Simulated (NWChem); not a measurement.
Everything below was run with NWChem. System: CF₂, charge 0, spin multiplicity 1, at a geometry optimised with B3LYP/def2-SVP. The structure started from a generated list of species. Level: CR-EOMCCSD(T)/def2-SVPD, 3 core orbitals frozen.

Input file:

```
start mol
memory heap 100 mb stack 700 mb global 1900 mb
geometry units angstroms nocenter noautoz
  F      1.029081     0.000000    -0.198010
  C      0.000000     0.000000     0.594031
  F     -1.029081     0.000000    -0.198010
  symmetry group C2v
end
basis spherical
  * library def2-svpd
end
scf
  rhf
  nopen 0
  maxiter 100
  thresh 1e-7
  semidirect memsize 60000000 filesize 0
end
tce
  freeze core 3
  creomsd(t)
  nroots 1
  2eorb
  2emet 13
  thresh 1e-5
  maxiter 200
  tilesize 24
end
task tce energy
```

Output (cleaned and shortened):

```
             Northwest Computational Chemistry Package (NWChem) 7.3.0
             --------------------------------------------------------

                                NWChem Input Module
                                -------------------

 Scaling coordinates for geometry "geometry" by  1.889725989
 (inverse scale =  0.529177249)

 Turning off AUTOSYM since
 SYMMETRY directive was detected!

                             Geometry "geometry" -> ""
                             -------------------------

 Output coordinates in angstroms (scale by  1.889725989 to convert to a.u.)

  No.       Tag          Charge          X              Y              Z
 ---- ---------------- ---------- -------------- -------------- --------------
    1 F                    9.0000     1.02908100     0.00000000    -0.19801000
    2 C                    6.0000     0.00000000     0.00000000     0.59403100
    3 F                    9.0000    -1.02908100     0.00000000    -0.19801000

 Effective nuclear repulsion energy (a.u.)      64.8361796702

            Nuclear Dipole moment (a.u.)
            ----------------------------
        X                 Y               Z
 ---------------- ---------------- ----------------
     0.0000000000     0.0000000000     0.0000113384

      Symmetry information
      --------------------

 Group name             C2v
 Group number             16
 Group order               4
 No. of unique centers     2

      Symmetry unique atoms

     1    2


 Summary of "ao basis" -> "" (spherical)
 ------------------------------------------------------------------------------
       Tag                 Description            Shells   Functions and Types
 ---------------- ------------------------------  ------  ---------------------
 *                         def2-svpd                  on all atoms

 Summary of "ao basis" -> "ao basis" (spherical)
 ------------------------------------------------------------------------------
       Tag                 Description            Shells   Functions and Types
 ---------------- ------------------------------  ------  ---------------------
 F                         def2-svpd                 9       23   4s3p2d
 C                         def2-svpd                 8       20   4s2p2d

                                 NWChem SCF Module
                                 -----------------

  ao basis        = "ao basis"
  functions       =    66
  atoms           =     3
  closed shells   =    12
  open shells     =     0
  charge          =   0.00
  wavefunction    = RHF
  use symmetry    = T
  symmetry adapt  = T

 Summary of "ao basis" -> "ao basis" (spherical)
 ------------------------------------------------------------------------------
       Tag                 Description            Shells   Functions and Types
 ---------------- ------------------------------  ------  ---------------------
 F                         def2-svpd                 9       23   4s3p2d
 C                         def2-svpd                 8       20   4s2p2d

      Symmetry analysis of basis
      --------------------------

        a1         26
        a2          9
        b1         20
        b2         11

 Forming initial guess at       0.0s

      Superposition of Atomic Density Guess
      -------------------------------------

 Sum of atomic energies:        -236.21952270

      Non-variational initial energy
      ------------------------------

 Total energy =    -236.820921
 1-e energy   =    -457.135347
 2-e energy   =     155.478246
 HOMO         =      -0.291088
 LUMO         =       0.001614

      Symmetry analysis of molecular orbitals - initial
      -------------------------------------------------

  Numbering of irreducible representations:

     1 a1          2 a2          3 b1          4 b2

  Orbital symmetries:

     1 a1          2 b1          3 a1          4 a1          5 b1
     6 a1          7 b1          8 a1          9 b2         10 a2
    11 b1         12 a1         13 b2         14 a1         15 b1
    16 a1         17 b2         18 b1         19 a1         20 a2
    21 a1         22 b1

 Starting SCF solution at       0.1s

 ----------------------------------------------
         Quadratically convergent ROHF

 Convergence threshold     :          1.000E-07
 Maximum no. of iterations :          100
 Final Fock-matrix accuracy:          1.000E-09
 ----------------------------------------------

              iter       energy          gnorm     gmax       time
             ----- ------------------- --------- --------- --------
                 1     -236.4135127644  1.09D+00  2.46D-01      0.1
                 2     -236.4739946574  2.60D-01  7.69D-02      0.1
                 3     -236.4800160452  8.45D-03  2.94D-03      0.2
                 4     -236.4800230740  2.20D-05  5.47D-06      0.2
                 5     -236.4800230740  3.03D-09  9.38D-10      0.2

       Final RHF  results
       ------------------

         Total SCF energy =   -236.480023074005
      One-electron energy =   -456.779065130759
      Two-electron energy =    155.462862386533
 Nuclear repulsion energy =     64.836179670221

        Time for solution =      0.1s

       Symmetry analysis of molecular orbitals - final
       -----------------------------------------------

  Numbering of irreducible representations:

     1 a1          2 a2          3 b1          4 b2

  Orbital symmetries:

     1 b1          2 a1          3 a1          4 a1          5 b1
     6 a1          7 b1          8 a1          9 b2         10 a2
    11 b1         12 a1         13 b2         14 a1         15 b1
[...]
 Iteration   4 using    4 trial vectors
   0.0412115729391   0.4978694476379   13.54772     0.2     0.2

 Iteration   5 using    5 trial vectors
   0.0282802319909   0.4963536793612   13.50648     0.2     0.2

 Iteration   6 using    6 trial vectors
   0.0323125065036   0.4952426240582   13.47624     0.2     0.2

 Iteration   7 using    7 trial vectors
   0.1545199137122   0.4903294122719   13.34255     0.2     0.2

 Iteration   8 using    8 trial vectors
   0.2827236858464   0.3786695264080   10.30413     0.2     0.2

 Iteration   9 using    9 trial vectors
   0.1331102989486   0.3451772101594    9.39275     0.2     0.2

 Iteration  10 using   10 trial vectors
   0.0793271155466   0.3303453193768    8.98916     0.2     0.2

 Iteration  11 using   11 trial vectors
   0.0428764957390   0.3270377427390    8.89915     0.2     0.2

 Iteration  12 using   12 trial vectors
   0.0264832360094   0.3259617946910    8.86988     0.2     0.2

 Iteration  13 using   13 trial vectors
   0.0139308077500   0.3250497537266    8.84506     0.2     0.2

 Iteration  14 using   14 trial vectors
   0.0067654322713   0.3253463515494    8.85313     0.2     0.2

 Iteration  15 using   15 trial vectors
   0.0029840219114   0.3250108343078    8.84400     0.2     0.2

 Iteration  16 using   16 trial vectors
   0.0013616227521   0.3251519787283    8.84784     0.2     0.2

 Iteration  17 using   17 trial vectors
   0.0005654392695   0.3250804065929    8.84589     0.2     0.2

 Iteration  18 using   18 trial vectors
   0.0002403648050   0.3251060335590    8.84659     0.2     0.2

 Iteration  19 using   19 trial vectors
   0.0001088720257   0.3250981925021    8.84638     0.2     0.2

 Iteration  20 using   20 trial vectors
   0.0000445457762   0.3251007240420    8.84644     0.2     0.2

 Iteration  21 using   21 trial vectors
   0.0000186596731   0.3251001965159    8.84643     0.2     0.2

 Iteration  22 using   22 trial vectors
   0.0000082281278   0.3251003015838    8.84643     0.2     0.2
 --------------------------------------------------------------
 Iterations converged
 ------------------

 Excited state root  1
 Excitation energy / hartree =        0.325100301583805
                   / eV      =        8.846433078626378
 largest EOMCCSD amplitudes: R1 and R2

 Singles contributions
    13b2  (alpha) ---    11b1  (alpha)        0.8930125423
    17b2  (alpha) ---    11b1  (alpha)        0.1785793156
    23b2  (alpha) ---    11b1  (alpha)       -0.1110561765

 Doubles contributions
======= CR-EOMCCSD(T) calculation ======
corresponding R0 value =     0.000000

CR-EOMCCSD(T) Intermediates cpu wall time             0.6            0.6
 creom_N i2_1 nr of boxes                   168
 creom_N i2_2 nr of boxes                   168
 creom_N i2_3 nr of boxes                   168
 creom_N i2_4 nr of boxes                   168

CR-EOMCCSD(T) triples loop cpu wall             1.7            1.7

 CR-EOMCCSD(T)  total energy / hartree       =      -236.666808263995705
 CR-EOMCCSD(T)  excitation energy (eV)       =      8.89862

 =========================================
 Excited-state calculation ( b1  symmetry)
 =========================================
 Dim. of EOMCC iter. space      500

 EOMCCSD SOLVER TYPE  1
  maxdiff =   0.64178915234462719

 No. of initial right vectors    1

 EOM-CCSD right-hand side iterations
 --------------------------------------------------------------
      Residuum       Omega / hartree  Omega / eV    Cpu    Wall
 --------------------------------------------------------------

 Iteration   1 using    1 trial vectors
   0.5895083287641   0.5215030864176   14.19083     0.3     0.3

 Iteration   2 using    2 trial vectors
   0.1490743783752   0.4159182780042   11.31772     0.2     0.2

 Iteration   3 using    3 trial vectors
   0.0779264481812   0.4071034615125   11.07785     0.2     0.2

 Iteration   4 using    4 trial vectors
   0.0742776698367   0.3998235448232   10.87976     0.2     0.2

 Iteration   5 using    5 trial vectors
   0.0662143460293   0.3933150250430   10.70265     0.2     0.2

 Iteration   6 using    6 trial vectors
   0.0650338848124   0.3876928104570   10.54966     0.2     0.2

 Iteration   7 using    7 trial vectors
   0.0586117729312   0.3845415656973   10.46391     0.2     0.2

 Iteration   8 using    8 trial vectors
   0.0756799001227   0.3799993754619   10.34031     0.2     0.2

 Iteration   9 using    9 trial vectors
   0.0689289546327   0.3748038852966   10.19894     0.2     0.2

 Iteration  10 using   10 trial vectors
   0.0397588224688   0.3723869670929   10.13317     0.2     0.2

 Iteration  11 using   11 trial vectors
   0.0196715900460   0.3710377062253   10.09645     0.2     0.2

 Iteration  12 using   12 trial vectors
   0.0091534249674   0.3712995445324   10.10358     0.2     0.2

 Iteration  13 using   13 trial vectors
   0.0047979113946   0.3710074264637   10.09563     0.2     0.2

 Iteration  14 using   14 trial vectors
   0.0027340456872   0.3711123658409   10.09849     0.2     0.2

 Iteration  15 using   15 trial vectors
   0.0014689667380   0.3710388647243   10.09649     0.2     0.2

 Iteration  16 using   16 trial vectors
   0.0007635717174   0.3710523581602   10.09685     0.2     0.2

 Iteration  17 using   17 trial vectors
   0.0003839807435   0.3710486020473   10.09675     0.2     0.2

 Iteration  18 using   18 trial vectors
   0.0001701710912   0.3710489331584   10.09676     0.2     0.2

 Iteration  19 using   19 trial vectors
   0.0000815073714   0.3710506800654   10.09681     0.2     0.2

 Iteration  20 using   20 trial vectors
   0.0000401917306   0.3710496910639   10.09678     0.2     0.2

 Iteration  21 using   21 trial vectors
   0.0000212715115   0.3710504683720   10.09680     0.2     0.2

 Iteration  22 using   22 trial vectors
   0.0000134761382   0.3710500106039   10.09679     0.2     0.2

 Iteration  23 using   23 trial vectors
   0.0000070220020   0.3710503563819   10.09680     0.2     0.2
 --------------------------------------------------------------
 Iterations converged
 ------------------

 Excited state root  1
 Excitation energy / hartree =        0.371050356381939
                   / eV      =       10.096798220555097
 largest EOMCCSD amplitudes: R1 and R2

 Singles contributions
    15b1  (alpha) ---    12a1  (alpha)        0.3886809668
    18b1  (alpha) ---    12a1  (alpha)        0.2047822865
    22b1  (alpha) ---    12a1  (alpha)        0.1822494254
    13b2  (alpha) ---    10a2  (alpha)       -0.7497585465
    17b2  (alpha) ---    10a2  (alpha)       -0.1767238203

 Doubles contributions
    13b2  (alpha)    13b2  (beta ) ---    10a2  (alpha)     9b2  (beta )       -0.1271858816
    13b2  (alpha)    13b2  (beta ) ---     9b2  (alpha)    10a2  (beta )       -0.1271858816
======= CR-EOMCCSD(T) calculation ======
corresponding R0 value =     0.000000

CR-EOMCCSD(T) Intermediates cpu wall time             0.6            0.6
 creom_N i2_1 nr of boxes                   168
 creom_N i2_2 nr of boxes                   168
 creom_N i2_3 nr of boxes                   168
 creom_N i2_4 nr of boxes                   168

CR-EOMCCSD(T) triples loop cpu wall             1.9            1.9

 CR-EOMCCSD(T)  total energy / hartree       =      -236.625454061652590
 CR-EOMCCSD(T)  excitation energy (eV)       =     10.02393

 =========================================
 Excited-state calculation ( b2  symmetry)
 =========================================
 Dim. of EOMCC iter. space      500

 EOMCCSD SOLVER TYPE  1
  maxdiff =   0.56083020292622743

 No. of initial right vectors    1

 EOM-CCSD right-hand side iterations
 --------------------------------------------------------------
      Residuum       Omega / hartree  Omega / eV    Cpu    Wall
 --------------------------------------------------------------

 Iteration   1 using    1 trial vectors
   0.6818205417171   0.3124443991169    8.50205     0.4     0.4

 Iteration   2 using    2 trial vectors
   0.1614184431332   0.2016770247438    5.48791     0.2     0.2

 Iteration   3 using    3 trial vectors
   0.0839726310214   0.1914589949599    5.20987     0.2     0.2

 Iteration   4 using    4 trial vectors
   0.0380824473787   0.1874685318343    5.10128     0.2     0.2

 Iteration   5 using    5 trial vectors
   0.0161387515967   0.1862474282011    5.06805     0.2     0.2

 Iteration   6 using    6 trial vectors
   0.0064209714579   0.1860637000896    5.06305     0.2     0.2

 Iteration   7 using    7 trial vectors
   0.0027600791784   0.1860304462778    5.06215     0.2     0.2

 Iteration   8 using    8 trial vectors
   0.0011720808508   0.1860246944141    5.06199     0.2     0.2

 Iteration   9 using    9 trial vectors
   0.0005321891237   0.1860296108741    5.06213     0.2     0.2

 Iteration  10 using   10 trial vectors
   0.0002660431906   0.1860309304008    5.06216     0.2     0.2

 Iteration  11 using   11 trial vectors
   0.0001074013719   0.1860319499355    5.06219     0.2     0.2

 Iteration  12 using   12 trial vectors
   0.0000370416038   0.1860313379636    5.06217     0.2     0.2

 Iteration  13 using   13 trial vectors
   0.0000127032448   0.1860313152211    5.06217     0.2     0.2

 Iteration  14 using   14 trial vectors
   0.0000045430705   0.1860313567424    5.06217     0.2     0.2
 --------------------------------------------------------------
 Iterations converged
 ------------------

 Excited state root  1
 Excitation energy / hartree =        0.186031356742426
                   / eV      =        5.062172935338571
 largest EOMCCSD amplitudes: R1 and R2

 Singles contributions
    13b2  (alpha) ---    12a1  (alpha)        0.9144346715
    17b2  (alpha) ---    12a1  (alpha)        0.1988102436
    23b2  (alpha) ---    12a1  (alpha)       -0.1082717041

 Doubles contributions
======= CR-EOMCCSD(T) calculation ======
corresponding R0 value =     0.000000

CR-EOMCCSD(T) Intermediates cpu wall time             0.6            0.6
 creom_N i2_1 nr of boxes                   168
 creom_N i2_2 nr of boxes                   168
 creom_N i2_3 nr of boxes                   168
 creom_N i2_4 nr of boxes                   168

CR-EOMCCSD(T) triples loop cpu wall             1.7            1.7

 CR-EOMCCSD(T)  total energy / hartree       =      -236.813312444267211
 CR-EOMCCSD(T)  excitation energy (eV)       =      4.91204

 Task  times  cpu:       36.3s     wall:       36.3s

 Total times  cpu:       36.3s     wall:       36.3s
```
